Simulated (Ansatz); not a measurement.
Basis-set extrapolation for C₂H₇BFN (`CBNCF`) (PBE0-D4/def2-TZVP geometry, frozen core, the Gaussian-basis code of Ansatz). Multiplicity 1, RHF reference.

```json
{"": "HF", "def2-TZVPP": "-258.537027", "def2-QZVPP": "-258.549056"}
{"": "MP2 correlation", "def2-TZVPP": "-0.908469", "def2-QZVPP": "-0.976211"}
{"": "CCSD(T) correlation", "def2-TZVPP": "-0.982383", "def2-QZVPP": "not run"}
```

Energies in hartree. Use E(X) = E(∞) + A·exp(−7.88·√X) for Hartree–Fock and E(X) = E(∞) + B·X^(−2.97) for correlation, with X = 3 and 4, and add CCSD(T) minus MP2 of the smaller set to the MP2 limit.

Question: What is the CCSD(T) energy at the basis-set limit?

Answer: HF limit: -258.549056 + (-0.012029) × 0.13774 = -258.55071. MP2 limit: -0.976211 + (-0.067742) × 0.74074 = -1.02639. Higher-order term: -0.982383 − (-0.908469) = -0.07391. Total: -259.65101 hartree, 345.5 kJ/mol below CCSD(T)/def2-TZVPP.
